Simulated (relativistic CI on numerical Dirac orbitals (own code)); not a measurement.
**Mo²⁺ (4d4) in a crystal field**

Calculated by Dirac-Coulomb-Breit CI, orbitals from a KLI potential per configuration, model QED (radiative potential, 1s self-energy scaled to tabulated hydrogen-like ionisation energies), valence Slater integrals scaled by 0.8, one configuration in a parametric crystal field (own radial code).

Field parameters in Wybourne normalisation: Oh B⁴₀ = 21Dq, B⁴₄ = √(5/14) B⁴₀. The field is a parameter set, without covalency.

S is read from ⟨S²⟩ = S(S + 1).

Levels (cm⁻¹, degeneracy): 0 (1), 79 (3), 154 (2), 204 (3), 256 (1), 4616 (3), 4644 (3), 4682 (1), 5100 (3), 5115 (2), 5382 (3), 8788 (1).

(1) Which field gives this pattern?
A. Oh, 10Dq = 16000 cm⁻¹
B. Oh, 10Dq = 31100 cm⁻¹
C. Oh, 10Dq = 4700 cm⁻¹
D. Oh, 10Dq = 34850 cm⁻¹

Results:

(1) C. Oh, 10Dq = 4700 cm⁻¹, ground level with S = 1.99.
